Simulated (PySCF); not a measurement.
C2H9ClSi3, SMILES C=C(Cl)[SiH2][SiH2][SiH3].

Coordinates come from a B3LYP-D3(BJ)/def2-SVP optimisation. This is a generated structure with no PubChem entry under its InChIKey; it may be hypothetical. Other conformers were not sampled.

Level of theory: PBE/def2-TZVP in PySCF.

The molecule is in vacuum.

Problem. Estimate the frontier levels, gap, dipole moment. (An estimate is asked for; the answer gives what the named calculation found.)

Solution. 
| Quantity | Result |
|---|---|
| highest occupied level | -6.46 eV |
| lowest empty level | -1.88 eV |
| orbital gap | 4.58 eV |
| dipole moment | 1.26 D |
| quadrupole, principal values (traceless, Buckingham form, about the centre of nuclear charge) | -4.34, -1.06, 5.40 D·Å |
